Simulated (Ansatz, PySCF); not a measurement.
Gas-phase reaction (SMILES): OCCCC[SeH] [4-selanylbutan-1-ol] + 5 [H][H] (H2) → 4 C (CH4) + O (H2O) + [SeH2] (H2Se); energy of full hydrogenation.

Structures are relaxed separately at B3LYP-D3(BJ)/def2-TZVP in Ansatz (an electronic-structure program), one conformer each, not searched for the lowest. Correlated levels leave the core frozen unless marked. Spin-orbit coupling is left out. Frozen are the shells of the preceding noble gas and the d and f shells that filled before the atom's block. No relativistic terms. CBS marks a two-point X^-3 extrapolation of the correlation energy; Hartree-Fock from the larger set. Thermal terms are rigid-rotor harmonic-oscillator values from B3LYP-D3(BJ) frequencies (PySCF) at 298.15 K and 1 atm. 1 Eh = 627.5095 kcal/mol.

```
species        E, CCSD(T)/CBS(cc-pVTZ,cc-pVQZ) (Ansatz) (Eh)  E, wB97X-V/def2-TZVPD (Ansatz) (Eh)  H - E (Eh)  G - E (Eh)
-------------  ---------------------------------------------  -----------------------------------  ----------  ----------
OCCCC[SeH]                                       -2633.46448                          -2635.01806     0.14464     0.10045
[H][H] (H2)                                         -1.17450                             -1.17238     0.01336    -0.00144
C (CH4)                                            -40.45816                            -40.51531     0.04840     0.02728
O (H2O)                                            -76.37426                            -76.43464     0.02495     0.00353
[SeH2] (H2Se)                                    -2401.27457                          -2402.52722     0.01725    -0.00763
```

**Question.** Work out ΔE and ΔH, ΔG, ΔS and the equilibrium constant at 298.15 K at the first level, then ΔH at the second.

**Answer.** 
1. ΔE = [4×(-40.45816) + (-76.37426) + (-2401.27457)] - [(-2633.46448) + 5×(-1.17450)] = -0.14449 Eh = -90.7 kcal/mol at CCSD(T)/CBS(cc-pVTZ,cc-pVQZ).
2. The terms H - E add up to 0.02436 Eh, so ΔH = (-0.14449 + (0.02436))×627.5095 = -75.4 kcal/mol.
3. The terms G - E add up to 0.01177 Eh, so ΔG = -83.3 kcal/mol, and ΔS = (0.02436 - (0.01177))×627509.5/298.15 = 26.5 cal/(mol K).
4. log10 K = -ΔG/(RT ln 10) = 61.1, with RT ln 10 = 1.3642 kcal/mol.
5. At wB97X-V/def2-TZVPD the same steps give ΔE = -89.8 and ΔH = -74.5 kcal/mol, a shift of +0.9 from the first level.
6. These values are not checked against measurement here, since the tables used lack a sound gas-phase enthalpy of formation for at least one species.
